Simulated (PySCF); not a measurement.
# Reading the logs of faulty runs: AlBH5NSi

Calculated results; nothing here was measured. The program is PySCF 2.14.0, an open-source quantum chemistry code, run on an isolated molecule that a program drew, which may never have been made. The molecule is AlBH5NSi (charge 0, singlet), drawn as the SMILES string `B[N]([Al])[SiH3]`.

Each row is a Hartree-Fock (HF) and frozen-core CCSD(T) single point in the cc-pV(D+d)Z basis, meant for a local HF minimum. Run 1 is clean. Each other run has one planted mistake out of seven kinds, and not every kind appears here: one electron removed, one electron added, multiplicity raised by two, geometry at a saddle point, minimal basis STO-3G, one bond length entered in bohr, all coordinates scaled. The reference is restricted for singlets and unrestricted otherwise, and also for a bond in bohr. Adding or removing an electron swaps singlet and doublet. Electrons count all cores. HOMO and LUMO are orbital energies over both spins, the gradient is its largest component, and the lowest frequency (negative if imaginary) is given only where the gradient is small. Bond lengths are over the 8 bonds as drawn. T1 is the CCSD diagnostic: over 0.02 (restricted) or 0.045 (unrestricted) a single reference is doubtful.

Geometry of the clean run:
```xyz
9
AlBH5NSi, angstrom
B    -1.4147    0.1109   -3.5749
N    -1.0540    0.2881   -2.2196
Al   -1.2305    2.0803   -1.7651
Si   -0.5397   -1.0640   -1.2392
H    -1.7669    1.0787   -4.2206
H    -1.3905   -0.9595   -4.1271
H     0.6798   -1.7002   -1.7852
H    -1.5999   -2.0905   -1.1277
H    -0.2362   -0.5489    0.1193
```

```
run  electrons  basis functions  <S^2>  HOMO (eV)  LUMO (eV)  gradient (hartree/bohr)  lowest frequency (cm^-1)  mean bond (Å)  longest bond (Å)      T1  HF (hartree)  CCSD(T) (hartree)             mistake
  1         44               99  0.000      -8.54       1.39                  1.4e-05                        81         1.4854             1.857  0.0146    -612.96972         -613.43841            no fault
  2         45               99  0.781       0.37       6.38                  4.5e-02                         -         1.4854             1.857  0.0264    -612.93676         -613.41754  one electron added
  3         44               99  2.003      -6.27      -0.21                  1.8e-02                         -         1.4854             1.857  0.0169    -612.89360         -613.33252                   ?
  4         44               99  0.000      -8.50       1.42                  9.5e-03                         -         1.4646             1.831  0.0143    -612.96805         -613.43493                   ?
```

**Which mistake was planted in run 3, and what did it cost?**

Electrons, basis and geometry are unchanged, and <S^2> is 2.003, beside S(S+1) = 2.00 for a multiplicity of 3. So the mistake is: multiplicity raised by two. Subtracting run 1 and multiplying by 627.51 kcal/mol a hartree, the energy moved by 47.8 kcal/mol in HF and 66.4 kcal/mol in CCSD(T).

**Which mistake was planted in run 4, and what did it cost?**

The mean and the longest bond both change by the same factor, 0.986, and the gradient is no longer small. So the mistake is: all coordinates scaled. Subtracting run 1 and multiplying by 627.51 kcal/mol a hartree, the energy moved by 1.0 kcal/mol in HF and 2.2 kcal/mol in CCSD(T).

Cautions from the logs. Run 2: the HOMO is above zero, so the electron isn't bound and the energy depends on the basis.
